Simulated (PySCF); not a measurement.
PySCF input for Cr(CO) (CCrO), SMILES [O+]#[C-]->[Cr] (connectivity only; charge and spin as stated), neutral, multiplicity 7, TDA-LC-ωPBE/def2-TZVPD. Geometry optimised at B3LYP-D3(BJ)/def2-TZVP. The spin state was assumed, not searched.

```python
import numpy as np
from pyscf import gto, scf, dft, tdscf

mol = gto.M(
    atom='''
    Cr    0.03022523    1.01677832    0.00000000
    O     0.20615758   -2.15878961    0.00000000
    C    -0.39577770   -1.18872712    0.00000000
    ''',
    basis='def2-TZVPD',
    charge=0,
    spin=6,
    max_memory=1600,
    verbose=4,
)
mf = dft.UKS(mol, xc='lc_wpbe').density_fit(auxbasis='def2-universal-jkfit')
mf.grids.level = 3
mf.conv_tol = 1e-9
mf.max_cycle = 100
mf.kernel()
fine, coarse = mf.grids, dft.Grids(mol).set(level=1).build(with_non0tab=True)
for _ in range(3):  # follow internal instabilities
    mf.grids = coarse
    mo, _, stable, _ = mf.stability(return_status=True, nroots=4)
    mf.grids = fine
    if stable:
        break
    mf.kernel(mf.make_rdm1(mo, mf.mo_occ))
mf.grids = dft.Grids(mol).set(level=1).build(with_non0tab=True)  # coarser grid for the response kernel
td = tdscf.TDA(mf)
td.nstates = 10
td.conv_tol = 1e-4
td.positive_eig_threshold = 1e-6
td.kernel(x0=td.get_init_guess(mf, 15))
td.analyze()
```

It prints:

```
PySCF version 2.14.0

[INPUT] verbose = 4
[INPUT] num. atoms = 3
[INPUT] num. electrons = 38
[INPUT] charge = 0
[INPUT] spin (= nelec alpha-beta = 2S) = 6
[INPUT] symmetry False subgroup None
[INPUT] Mole.unit = angstrom
[INPUT] Symbol           X                Y                Z      unit          X                Y                Z       unit  Magmom
[INPUT]  1 Cr     0.030225230000   1.016778320000   0.000000000000 AA    0.057117406752   1.921432554195   0.000000000000 Bohr   0.0
[INPUT]  2 O      0.206157580000  -2.158789610000   0.000000000000 AA    0.389581364703  -4.079521123457   0.000000000000 Bohr   0.0
[INPUT]  3 C     -0.395777700000  -1.188727120000   0.000000000000 AA   -0.747911459210  -2.246368693643   0.000000000000 Bohr   0.0

nuclear repulsion = 88.1185834893784
number of shells = 43
number of NR pGTOs = 202
number of NR cGTOs = 125
basis = def2-TZVPD
ecp = {}


[settings echo left out]
init E= -1156.99564477373
  alpha nocc = 22  HOMO = -0.204035197481204  LUMO = -0.0615038595076407
  beta  nocc = 16  HOMO = -0.501451012633638  LUMO = -0.300349751538419

WARN: HOMO -0.204035197481204 >= LUMO -0.300349751538419

cycle= 1 E= -1157.25455515881  delta_E= -0.259  |g|= 0.888  |ddm|= 1.73
  alpha nocc = 22  HOMO = -0.0634099809241103  LUMO = 0.0929138415453546
  beta  nocc = 16  HOMO = -0.564463072909178  LUMO = -0.0159376319340235
  HOMO = -0.0634099809241  LUMO = -0.015937631934  gap/eV = 1.29179
cycle= 2 E= -1156.65823327242  delta_E= 0.596  |g|= 1.65  |ddm|= 1.48
  alpha nocc = 22  HOMO = -0.247085779639804  LUMO = 0.0909430468735362
  beta  nocc = 16  HOMO = -0.507859649981867  LUMO = -0.00552347224915374
  HOMO = -0.24708577964  LUMO = -0.00552347224915  gap/eV = 6.57325
cycle= 3 E= -1157.50954845577  delta_E= -0.851  |g|= 0.183  |ddm|= 1.06
  alpha nocc = 22  HOMO = -0.231414691351638  LUMO = 0.0897227776664458
  beta  nocc = 16  HOMO = -0.523725860720965  LUMO = 0.0118457616374933
  HOMO = -0.231414691352  LUMO = 0.0118457616375  gap/eV = 6.61945
cycle= 4 E= -1157.51837841366  delta_E= -0.00883  |g|= 0.122  |ddm|= 0.198
  alpha nocc = 22  HOMO = -0.231375811192798  LUMO = 0.0906611254770374
  beta  nocc = 16  HOMO = -0.538156875263546  LUMO = 0.0172844082574821
  HOMO = -0.231375811193  LUMO = 0.0172844082575  gap/eV = 6.76639
cycle= 5 E= -1157.52393557502  delta_E= -0.00556  |g|= 0.0142  |ddm|= 0.0923
  alpha nocc = 22  HOMO = -0.232435803053761  LUMO = 0.091260410689713
  beta  nocc = 16  HOMO = -0.536111805916242  LUMO = 0.018719187921907
  HOMO = -0.232435803054  LUMO = 0.0187191879219  gap/eV = 6.83428
cycle= 6 E= -1157.52434193523  delta_E= -0.000406  |g|= 0.00637  |ddm|= 0.0608
  alpha nocc = 22  HOMO = -0.232602426191242  LUMO = 0.0913364889967875
  beta  nocc = 16  HOMO = -0.539452566315056  LUMO = 0.0194263554561013
  HOMO = -0.232602426191  LUMO = 0.0194263554561  gap/eV = 6.85805
cycle= 7 E= -1157.52443538619  delta_E= -9.35e-05  |g|= 0.00327  |ddm|= 0.0331
  alpha nocc = 22  HOMO = -0.232135081512553  LUMO = 0.0913862372496717
  beta  nocc = 16  HOMO = -0.539938054934417  LUMO = 0.0199083019245845
  HOMO = -0.232135081513  LUMO = 0.0199083019246  gap/eV = 6.85845
cycle= 8 E= -1157.52446714099  delta_E= -3.18e-05  |g|= 0.00134  |ddm|= 0.0216
  alpha nocc = 22  HOMO = -0.2320245328536  LUMO = 0.0913743735602089
  beta  nocc = 16  HOMO = -0.540108215290694  LUMO = 0.0197821239243954
  HOMO = -0.232024532854  LUMO = 0.0197821239244  gap/eV = 6.85201
cycle= 9 E= -1157.52447834067  delta_E= -1.12e-05  |g|= 0.000836  |ddm|= 0.0122
  alpha nocc = 22  HOMO = -0.232057453210189  LUMO = 0.091395076821581
  beta  nocc = 16  HOMO = -0.539925876117408  LUMO = 0.0196620281250111
  HOMO = -0.23205745321  LUMO = 0.019662028125  gap/eV = 6.84964
cycle= 10 E= -1157.52448215118  delta_E= -3.81e-06  |g|= 0.000308  |ddm|= 0.00731
  alpha nocc = 22  HOMO = -0.232059697249078  LUMO = 0.0914226346758206
  beta  nocc = 16  HOMO = -0.539828321552584  LUMO = 0.0196640980850856
  HOMO = -0.232059697249  LUMO = 0.0196640980851  gap/eV = 6.84975
cycle= 11 E= -1157.5244828445  delta_E= -6.93e-07  |g|= 0.000177  |ddm|= 0.00293
  alpha nocc = 22  HOMO = -0.232051651234009  LUMO = 0.091443506028439
  beta  nocc = 16  HOMO = -0.539722801632074  LUMO = 0.0196773346812989
  HOMO = -0.232051651234  LUMO = 0.0196773346813  gap/eV = 6.84989
cycle= 12 E= -1157.52448306813  delta_E= -2.24e-07  |g|= 0.000111  |ddm|= 0.00155
  alpha nocc = 22  HOMO = -0.232060643542574  LUMO = 0.0914520730561374
  beta  nocc = 16  HOMO = -0.53966058759768  LUMO = 0.0196678301282009
  HOMO = -0.232060643543  LUMO = 0.0196678301282  gap/eV = 6.84988
cycle= 13 E= -1157.52448315738  delta_E= -8.93e-08  |g|= 7.71e-05  |ddm|= 0.000755
  alpha nocc = 22  HOMO = -0.23206417795393  LUMO = 0.0914588486649019
  beta  nocc = 16  HOMO = -0.539605016093461  LUMO = 0.0196608525906082
  HOMO = -0.232064177954  LUMO = 0.0196608525906  gap/eV = 6.84979
cycle= 14 E= -1157.52448320681  delta_E= -4.94e-08  |g|= 6.01e-05  |ddm|= 0.000724
  alpha nocc = 22  HOMO = -0.232063512290075  LUMO = 0.0914628461506333
  beta  nocc = 16  HOMO = -0.539583311181651  LUMO = 0.0196577487039878
  HOMO = -0.23206351229  LUMO = 0.019657748704  gap/eV = 6.84968
cycle= 15 E= -1157.52448322356  delta_E= -1.68e-08  |g|= 2.4e-05  |ddm|= 0.000418
  alpha nocc = 22  HOMO = -0.232061690766102  LUMO = 0.0914637749312465
  beta  nocc = 16  HOMO = -0.539576693218713  LUMO = 0.0196576937195256
  HOMO = -0.232061690766  LUMO = 0.0196576937195  gap/eV = 6.84963
cycle= 16 E= -1157.52448322804  delta_E= -4.47e-09  |g|= 1.22e-05  |ddm|= 0.000209
  alpha nocc = 22  HOMO = -0.23206157374738  LUMO = 0.0914653804648848
  beta  nocc = 16  HOMO = -0.539565380119576  LUMO = 0.0196568962573657
  HOMO = -0.232061573747  LUMO = 0.0196568962574  gap/eV = 6.84961
cycle= 17 E= -1157.52448322908  delta_E= -1.05e-09  |g|= 6.08e-06  |ddm|= 0.000152
  alpha nocc = 22  HOMO = -0.232060947925675  LUMO = 0.0914653897683057
  beta  nocc = 16  HOMO = -0.539566437872992  LUMO = 0.0196571824779982
  HOMO = -0.232060947926  LUMO = 0.019657182478  gap/eV = 6.84960
cycle= 18 E= -1157.52448322926  delta_E= -1.8e-10  |g|= 3.03e-06  |ddm|= 3.57e-05
  alpha nocc = 22  HOMO = -0.232060976218811  LUMO = 0.0914654916320216
  beta  nocc = 16  HOMO = -0.539565569471684  LUMO = 0.0196570675585972
  HOMO = -0.232060976219  LUMO = 0.0196570675586  gap/eV = 6.84960
Extra cycle  E= -1157.52448322929  delta_E= -2.64e-11  |g|= 2.34e-06  |ddm|= 1.09e-05
converged SCF energy = -1157.52448322929  <S^2> = 12.00592  2S+1 = 7.0016914
tot grids = 17816
uhf_internal: lowest eigs of H = [0.09018329 0.09435746 0.15730067 0.16039643]
<class 'pyscf.df.df_jk.DFUKS'> wavefunction is stable in the internal stability analysis
tot grids = 17816
Overwritten attributes  positive_eig_threshold  of <class 'pyscf.tdscf.uks.TDA'>


******** <class 'pyscf.tdscf.uks.TDA'> for <class 'pyscf.df.df_jk.DFUKS'> ********
nstates = 10
deg_eia_thresh = 1.000e-03
wfnsym = None
conv_tol = 0.0001
eigh lindep = 1e-12
eigh level_shift = 0
eigh max_cycle = 100


Excitation energies (eV)
[1.46554305 1.63595505 2.47225458 2.50243397 2.58120299 2.58224988
 2.59272774 2.65086763 2.71651525 2.74702539]

** Excitation energies and oscillator strengths **
Excited State   1:      1.46554 eV    845.99 nm  f=0.0249
      21a ->   24a     -0.24594
      21a ->   27a      0.10064
      22a ->   24a      0.91139
      22a ->   27a     -0.25034
Excited State   2:      1.63596 eV    757.87 nm  f=0.0895
      17a ->   23a     -0.16039
      18a ->   24a     -0.12618
      19a ->   23a     -0.16922
      20a ->   24a      0.13513
      21a ->   23a      0.12976
      22a ->   23a     -0.91079
Excited State   3:      2.47225 eV    501.50 nm  f=0.0182
      17a ->   23a      0.10610
      20a ->   24a      0.38585
      20a ->   27a     -0.10368
      21a ->   23a      0.82275
      21a ->   25a      0.12192
      21a ->   31a     -0.14179
      22a ->   23a      0.20367
Excited State   4:      2.50243 eV    495.45 nm  f=0.0063
      18a ->   23a     -0.32628
      19a ->   24a     -0.11463
      20a ->   23a      0.77595
      20a ->   31a     -0.12691
      21a ->   24a     -0.39962
      22a ->   24a     -0.11945
Excited State   5:      2.58120 eV    480.33 nm  f=0.0205
      17a ->   23a     -0.67176
      17a ->   31a      0.11664
      18a ->   24a      0.28245
      19a ->   23a     -0.15216
      20a ->   24a     -0.31911
      21a ->   23a      0.27004
      22a ->   23a      0.10607
      22a ->   25a      0.39780
Excited State   6:      2.58225 eV    480.14 nm  f=0.0018
      17a ->   24a     -0.28044
      18a ->   23a     -0.69233
      18a ->   31a      0.12714
      18a ->   34a      0.10736
      20a ->   23a     -0.49021
      21a ->   24a     -0.28317
Excited State   7:      2.59273 eV    478.20 nm  f=0.0022
      17a ->   23a     -0.35687
      18a ->   24a      0.12392
      19a ->   23a      0.78717
      19a ->   31a     -0.13578
      19a ->   34a     -0.11322
      20a ->   24a      0.36436
Excited State   8:      2.65087 eV    467.71 nm  f=0.0121
      17a ->   24a      0.23353
      18a ->   23a      0.36721
      19a ->   24a     -0.63580
      19a ->   27a      0.11669
      19a ->   35a     -0.10842
      19a ->   39a      0.12709
      20a ->   23a     -0.20422
      21a ->   24a     -0.47652
      21a ->   27a      0.13072
      22a ->   24a     -0.13546
      22a ->   27a     -0.10060
Excited State   9:      2.71652 eV    456.41 nm  f=0.0229
      17a ->   23a     -0.19695
      18a ->   24a      0.56253
      18a ->   39a     -0.12168
      19a ->   23a     -0.36950
      20a ->   24a      0.30599
      21a ->   23a     -0.16292
      22a ->   25a     -0.52259
Excited State  10:      2.74703 eV    451.34 nm  f=0.0138
      17a ->   24a      0.46880
      19a ->   24a      0.60039
      19a ->   27a     -0.12696
      19a ->   39a     -0.10656
      20a ->   23a     -0.14242
      21a ->   24a     -0.50220
      22a ->   24a     -0.13666
      22a ->   27a      0.14544

** Transition electric dipole moments (AU) **
state          X           Y           Z        Dip. S.      Osc.
  1        -0.0000      0.0000      0.8332      0.6942      0.0249
  2         0.4042     -1.4387      0.0000      2.2332      0.0895
  3        -0.5161      0.1859      0.0000      0.3009      0.0182
  4        -0.0000      0.0000     -0.3212      0.1032      0.0063
  5         0.1736      0.5420      0.0000      0.3239      0.0205
  6         0.0000      0.0000     -0.1667      0.0278      0.0018
  7        -0.0538     -0.1785      0.0000      0.0348      0.0022
  8         0.0000     -0.0000     -0.4314      0.1861      0.0121
  9        -0.5052     -0.2983     -0.0000      0.3442      0.0229
 10         0.0000      0.0000     -0.4536      0.2057      0.0138

** Transition velocity dipole moments (imaginary part, AU) **
state          X           Y           Z        Dip. S.      Osc.
  1        -0.0000      0.0000      0.0062      0.0000      0.0005
  2         0.0022     -0.0202     -0.0000      0.0004      0.0046
  3        -0.0163      0.0019      0.0000      0.0003      0.0020
  4        -0.0000     -0.0000     -0.0134      0.0002      0.0013
  5         0.0046      0.0355      0.0000      0.0013      0.0090
  6         0.0000      0.0000     -0.0011      0.0000      0.0000
  7        -0.0066     -0.0102     -0.0000      0.0001      0.0010
  8         0.0000     -0.0000     -0.0111      0.0001      0.0008
  9        -0.0094     -0.0260     -0.0000      0.0008      0.0051
 10        -0.0000      0.0000     -0.0127      0.0002      0.0011

** Transition magnetic dipole moments (imaginary part, AU) **
state          X           Y           Z
  1        -0.6149      0.4625     -0.0000
  2        -0.0000      0.0000      0.4754
  3        -0.0000     -0.0000      0.0158
  4         0.1795      0.0247      0.0000
  5        -0.0000     -0.0000      0.4112
  6         0.0025      0.0044      0.0000
  7        -0.0000      0.0000     -0.1025
  8        -0.0992      0.0323     -0.0000
  9        -0.0000      0.0000     -0.2899
 10        -0.0595      0.0772      0.0000
```

Self-consistency was reached.

Cost: roughly 90 core-seconds.
